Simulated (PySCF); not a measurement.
CuI, charge -1, doublet, geometry from GFN2-xTB (such geometries of metal compounds can be far from the true shape) (the multiplicity is a formal guess) (core potentials on I); PySCF with DF-WB97M-V/def2-SVP.

Input for PySCF:
```python
from pyscf import gto, scf, dft

mol = gto.Mole()
mol.atom = '''
    Cu   -0.00000000   -0.00000000   -1.64845868
    I     0.00000000    0.00000000    0.90198683
'''
mol.basis = 'def2-svp'
mol.ecp = {'I': 'def2-svp'}
mol.charge = -1
mol.spin = 1
mol.verbose = 4
mol.build()

mf = dft.UKS(mol)
mf.xc = 'wb97m_v'
mf = mf.density_fit(auxbasis='def2-universal-jkfit')
mf.kernel()
```

What the program printed (banner, timings and long lists left out):

```
PySCF version 2.14.0

[INPUT] verbose = 4
[INPUT] num. atoms = 2
[INPUT] num. electrons = 55
[INPUT] charge = -1
[INPUT] spin (= nelec alpha-beta = 2S) = 1
[INPUT] symmetry False subgroup None
[INPUT] Mole.unit = angstrom
[INPUT] Symbol           X                Y                Z      unit          X                Y                Z       unit  Magmom
[INPUT]  1 Cu     0.000000000000   0.000000000000  -1.648458680000 AA    0.000000000000   0.000000000000  -3.115135432862 Bohr   0.0
[INPUT]  2 I      0.000000000000   0.000000000000   0.901986830000 AA    0.000000000000   0.000000000000   1.704508076665 Bohr   0.0

nuclear repulsion = 150.42606337314
number of shells = 21
number of NR pGTOs = 134
number of NR cGTOs = 57
basis = def2-svp
ecp = {'I': 'def2-svp'}

******** <class 'pyscf.df.df_jk.DFUKS'> ********
method = DFUKS
initial guess = minao
damping factor = 0
level_shift factor = 0
DIIS = <class 'pyscf.scf.diis.CDIIS'>
diis_start_cycle = 1
diis_space = 8
diis_damp = 0
SCF conv_tol = 1e-09
SCF conv_tol_grad = None
SCF max_cycles = 50
direct_scf = False
number electrons alpha = 28  beta = 27
XC library pyscf.dft.libxc version 7.1.2
    S. Lehtola, C. Steigemann, M. J. T. Oliveira, and M. A. L. Marques,  SoftwareX 7, 1–5 (2018)
XC functionals = wb97m_v
    N. Mardirossian and M. Head-Gordon,  J. Chem. Phys. 144, 214110 (2016)
radial grids:
    Treutler-Ahlrichs [JCP 102, 346 (1995); DOI:10.1063/1.469408] (M4) radial grids

becke partition: Becke, JCP 88, 2547 (1988); DOI:10.1063/1.454033
pruning grids: <function nwchem_prune>
grids dens level: 3
symmetrized grids: False
atomic radii adjust function: <function treutler_atomic_radii_adjust>
** Following is NLC and NLC Grids **
NLC functional = wb97m_v
radial grids:
    Treutler-Ahlrichs [JCP 102, 346 (1995); DOI:10.1063/1.469408] (M4) radial grids

becke partition: Becke, JCP 88, 2547 (1988); DOI:10.1063/1.454033
pruning grids: <function nwchem_prune>
grids dens level: 3
symmetrized grids: False
atomic radii adjust function: <function treutler_atomic_radii_adjust>
small_rho_cutoff = 0
Set gradient conv threshold to 3.16228e-05
tot grids = 42600
tot grids = 42600
******** <class 'pyscf.df.df.DF'> ********
auxbasis = def2-universal-jkfit
Create RSH-DF object <pyscf.df.df.DF object> for omega=0.3
******** <class 'pyscf.df.df.DF'> ********
auxbasis = auxmol.basis = def2-universal-jkfit
init E= -1906.13594993217

cycle= 1 E= -1936.14980736466  delta_E=  -30  |g|= 2.08  |ddm|= 6.02

cycle= 2 E= -1934.25609566482  delta_E= 1.89  |g|= 2.22  |ddm|= 11.4
cycle= 3 E= -1937.63707698046  delta_E= -3.38  |g|= 0.77  |ddm|= 10.7
cycle= 4 E= -1937.88232635943  delta_E= -0.245  |g|= 0.352  |ddm|= 1.03
cycle= 5 E= -1937.9331610275  delta_E= -0.0508  |g|= 0.103  |ddm|= 0.514
cycle= 6 E= -1937.93905743297  delta_E= -0.0059  |g|= 0.0227  |ddm|= 0.163
cycle= 7 E= -1937.93988789959  delta_E= -0.00083  |g|= 0.0106  |ddm|= 0.0745
cycle= 8 E= -1937.94019776065  delta_E= -0.00031  |g|= 0.00749  |ddm|= 0.0483
cycle= 9 E= -1937.94033279815  delta_E= -0.000135  |g|= 0.00501  |ddm|= 0.0283
cycle= 10 E= -1937.94044497834  delta_E= -0.000112  |g|= 0.00285  |ddm|= 0.0359
cycle= 11 E= -1937.94048669723  delta_E= -4.17e-05  |g|= 0.00133  |ddm|= 0.0271
cycle= 12 E= -1937.94049384384  delta_E= -7.15e-06  |g|= 0.000298  |ddm|= 0.0124
cycle= 13 E= -1937.940494397  delta_E= -5.53e-07  |g|= 8.58e-05  |ddm|= 0.00314
cycle= 14 E= -1937.94049442844  delta_E= -3.14e-08  |g|= 2.67e-05  |ddm|= 0.00091
cycle= 15 E= -1937.94049443223  delta_E= -3.8e-09  |g|= 1.24e-05  |ddm|= 0.000336
cycle= 16 E= -1937.94049443279  delta_E= -5.57e-10  |g|= 7.79e-06  |ddm|= 8.6e-05
Extra cycle  E= -1937.94049443295  delta_E= -1.65e-10  |g|= 9.19e-06  |ddm|= 2.67e-05
converged SCF energy = -1937.94049443295  <S^2> = 0.75231604  2S+1 = 2.0023147
```
